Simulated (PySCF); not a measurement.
2,4-dimethylpentan-3-amine, C₇H₁₇N.
Atom-mapped SMILES: `[CH3:1][CH:2]([CH3:3])[CH:4]([NH2:5])[CH:6]([CH3:7])[CH3:8]` (hydrogens: H9, H10, H11 on C1; H12 on C2; H13, H14, H15 on C3; H16 on C4; H17, H18 on N5; H19 on C6; H20, H21, H22 on C7; H23, H24, H25 on C8)

The calculation used PySCF, PBE0-D3(BJ)/def2-SVP geometry optimisation, gas phase.

Some entries are withheld. Bonds in one row agree within 0.01 Å.

| coordinate | value |
| --- | --- |
| C1–C2, C6–C8 | ? |
| C2–C3, C6–C7 | ? |
| C2–C4, C4–C6 | 1.544 Å |
| C4–N5 | ? |
| C1–H9 and 5 like bonds | 1.101 Å |
| C2–H12, C6–H19 | 1.105 Å |
| C3–H13 and 5 like bonds | 1.101 Å |
| C4–H16 | 1.108 Å |
| N5–H17, N5–H18 | 1.017 Å |
| C1–C2–C3 | 110.8° |
| C1–C2–C4 | ? |
| C3–C2–C4 | ? |
| C2–C4–N5 | ? |
| C2–C4–C6 | 114.2° |
| N5–C4–C6 | ? |
| C4–C6–C7 | ? |
| C4–C6–C8 | ? |
| C7–C6–C8 | 110.4° |

Q: Estimate the withheld lengths and angles.

A: 
- C1–C2, C6–C8 = 1.525 Å, drawn single (methyl carbon to sp3 CH carbon); 0.01 Å above the sum of covalent radii, 1.52 Å.
- C2–C3, C6–C7 = 1.525 Å, drawn single (sp3 CH carbon to methyl carbon); equal to the sum of covalent radii, 1.52 Å.
- C4–N5 = 1.454 Å, drawn single (sp3 carbon bound to nitrogen to primary amine nitrogen); 0.02 Å below the sum of covalent radii, 1.47 Å.
- C1–C2–C4 = 112.9°, at the sp3 CH carbon; the outer atoms are 2.561 Å apart.
- C3–C2–C4 = 111.0°, at the sp3 CH carbon; the outer atoms are 2.533 Å apart.
- C2–C4–N5 = 114.4°, at the sp3 carbon bound to nitrogen; the outer atoms are 2.524 Å apart.
- N5–C4–C6 = 108.8°, at the sp3 carbon bound to nitrogen; the outer atoms are 2.434 Å apart.
- C4–C6–C7 = 113.1°, at the sp3 CH carbon; the outer atoms are 2.558 Å apart.
- C4–C6–C8 = 110.5°, at the sp3 CH carbon; the outer atoms are 2.520 Å apart.

Radii are Cordero's, carbon taken as 0.76, 0.73 or 0.69 Å for four, three, and two or fewer neighbours.

No frequency check. The numbers are those of one conformer (C1–C2–C4–N5 65°, C2–C4–N5–H 59° and -60°, C2–C4–C6–C7 -48°).

Hardware: one thread of an Arm Neoverse V2, shared host with 96 logical CPUs at a one-minute load of 56. Cost: 77 s of wall time, 0.89 GiB resident at most. That covers the optimisation of the geometry.
